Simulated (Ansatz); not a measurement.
Stepwise reaction of orthosilicic acid with hydrogen chloride, as a gas-phase model of exchange steps in deposition or etching. ΔE in kJ/mol; ΔG adds harmonic PBE0-D4 terms to CCSD(T)/CBS, at 1 bar.

Computed with Ansatz on PBE0-D4/def2-TZVP structures; ΔE is electronic, products minus reactants. CBS: MP2 limit from def2 TZ/QZ plus the TZ coupled-cluster correction, frozen cores. This one scheme is used for every species. DFT in def2-TZVPP. B3LYP here is the variant with VWN-RPA as its local correlation; programs differ in this. Each species was taken in one conformer, which may not be the lowest.

```tsv
step	reaction	PBE-D4	B3LYP-D4	ωB97M-V	CCSD(T)/CBS	ΔG(500 K)
1	`O[Si](O)(O)O` + HCl → `O[Si](O)(O)Cl` + H₂O	3.9	12.2	11.6	11.0	11.4
2	`O[Si](O)(O)Cl` + HCl → `O[Si](O)(Cl)Cl` + H₂O	9.1	17.4	16.2	14.6	13.7
4	`O[Si](Cl)(Cl)Cl` + HCl → `Cl[Si](Cl)(Cl)Cl` + H₂O	9.3	17.6	17.0	14.6	30.5
```

Task: Give the row of step 3, `O[Si](O)(Cl)Cl` + HCl → `O[Si](Cl)(Cl)Cl` + H₂O. (Best estimate.)

Result: Computed: 
```json
{"step": "3", "reaction": "`O[Si](O)(Cl)Cl` + HCl → `O[Si](Cl)(Cl)Cl` + H₂O", "PBE-D4": "9.5", "B3LYP-D4": "17.8", "ωB97M-V": "17.0", "CCSD(T)/CBS": "15.1", "ΔG(500 K)": "19.0"}
```

Task: By hand: ΔE of the 4 steps together at CCSD(T)/CBS.

Result: (11.0) + (14.6) + (15.1) + (14.6) = 55.3 kJ/mol, or 13.8 kJ/mol a step.

In ΔE the steps differ by no more than 4.1 kJ/mol. All are uphill at CCSD(T)/CBS. ΔG lies between 11.4 and 30.5 kJ/mol a step. PBE-D4 differs from CCSD(T)/CBS by -7.1 to -5.3 kJ/mol a step. Isolated molecules leave out the surface, adducts and barriers. Largest T1 diagnostic: 0.011.
